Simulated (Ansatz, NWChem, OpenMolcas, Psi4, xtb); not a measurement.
# Ligand exchange: 2 IF → I2 + F2

Gas-phase species: IF (iodine monofluoride), singlet; I2, singlet; F2 (fluorine), singlet. The partners trade F for I: I–F and F–I bonds give way to I–I and F–F.

Shapes, held fixed at every level: PBE0-D4/def2-TZVP; IF at the measured bond length. Programs: Ansatz 0.2.0, NWChem 7.3.0, OpenMolcas 26.06, Psi4 1.11, xtb 6.7.1. Electronic energies: no zero-point or thermal term.

```csv
level,kind,ΔE (kJ/mol)
GFN2-xTB,semi-empirical,+132.0
HF/3-21G,Hartree–Fock,+158.7
revPBE/STO-3G,GGA,-122.3
r2SCAN/STO-3G,meta-GGA,-118.5
r2SCAN0/STO-3G,global hybrid,-123.4
CAM-B3LYP/STO-3G,range-separated hybrid,-108.5
MP2/STO-3G,perturbation theory,-142.7
CCSD/STO-3G,coupled cluster or CI,-148.3
PBE0/def2-SVP,global hybrid,+166.2
```

PBE0/def2-SVP gives ΔE = +166.2 kJ/mol; the levels span -148.3 to +166.2. They disagree on the sign: 3 of 9 are positive. The median of the levels is -118.5. No measured value is set beside it here. For atoms past krypton def2 sets carry core potentials with scalar relativity. All-electron rows are non-relativistic unless named. Outer-core shells of I are correlated, in sets that cover them unevenly. Rows in sets without polarisation functions are far from converged.
